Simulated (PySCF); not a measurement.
## Computed properties of CH₅InS, SMILES C[S][InH2]

In(H)2(SMe) (CH5InS), SMILES [InH2][S]C. The structure is a stationary point at r2SCAN-D4/def2-SVP. The def2 effective core potentials stand for the cores of In; spin–orbit coupling is left out. One conformer was computed; it need not be the lowest. All values are computed for the isolated molecule unless a solvent is named; none is compared with measurement here.

**Structure.** The optimised structure has Cs symmetry. All 18 harmonic modes at r2SCAN-D4/def2-SVP (PySCF) are real, so it is a minimum. With heavy atoms numbered as in [InH2:1][S:4][CH3:5], the shortest bond between them is S4–C5 at 1.836 Å and the longest In1–S4 at 2.404 Å.

**Vibrations.** The strongest infrared lines (harmonic, unscaled, degenerate partners summed) lie at 1826 cm⁻¹ (222 km/mol, H 99 %), 567 cm⁻¹ (161 km/mol, H 98 %), 1789 cm⁻¹ (117 km/mol, H 100 %). The softest mode is at 42 cm⁻¹ and the zero-point energy is 31.5 kcal/mol.

**Electronic structure.** B3LYP/def2-TZVPD (PySCF) places the frontier levels at -6.60 and -1.89 eV, a gap of 4.71 eV, and gives a dipole moment of 1.56 D and a mean polarisability of 79.0 bohr³.

**Excitations.** TDA-ωB97X/def2-SVPD (PySCF) has S1 at 4.91 eV (252 nm, f = 0.055, bright); the most intense of the 10 singlets computed lies at 7.06 eV (f = 0.58). T1 (TDA) is at 4.28 eV, 0.63 eV under S1. No vertical singlet excitation falls in the visible range (under 3.1 eV).
